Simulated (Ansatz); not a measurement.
C2H10BNSi2 (`BN(C=C)[SiH2][SiH3]`), relaxed with RKS PBE-D4/def2-SVP in Ansatz 0.2.0 from a rough embedded geometry. The force threshold is 0.03 eV/Å; the program also tests the step.

Total charge 0; spin multiplicity 1.

Start:

```xyz
16

B     0.356   -1.092    2.035
N    -0.075   -0.773    0.651
C    -1.469   -0.891    0.364
C    -2.035   -0.600   -0.928
Si    1.169   -0.220   -0.507
Si    1.007    2.009   -0.799
H     1.499   -0.919    2.364
H    -0.430   -1.368    2.871
H    -2.132   -1.219    1.068
H    -3.035   -0.726   -1.053
H    -1.361   -0.262   -1.697
H     1.017   -0.892   -1.832
H     2.543   -0.499    0.050
H     2.064    2.461   -1.737
H    -0.325    2.295   -1.327
H     1.208    2.698    0.478
```

Question: How much energy does the relaxation release, and in how many steps? (An estimate is asked.)

Answer: The calculation gave: 78.50 kJ/mol, in 14 steps.

Question: Which bonds change most? (Estimate.)

Answer: Computed: Si5–Si6 from 2.254 to 2.360 Å; C3–C4 from 1.441 to 1.349 Å; C4–H10 from 1.015 to 1.098 Å; C3–H9 from 1.021 to 1.103 Å.

Question: Give the relaxed structure. (Best estimate.)

Answer: Ansatz gave: 
```xyz
16

B     0.390   -1.214    2.025
N    -0.029   -0.825    0.723
C    -1.401   -0.813    0.389
C    -1.934   -0.479   -0.804
Si    1.185   -0.258   -0.493
Si    0.906    2.046   -0.920
H     1.573   -1.203    2.302
H    -0.457   -1.544    2.834
H    -2.052   -1.112    1.229
H    -3.024   -0.500   -0.939
H    -1.327   -0.187   -1.675
H     1.035   -1.062   -1.757
H     2.533   -0.520    0.105
H     2.181    2.583   -1.520
H    -0.222    2.325   -1.877
H     0.642    2.763    0.379
```
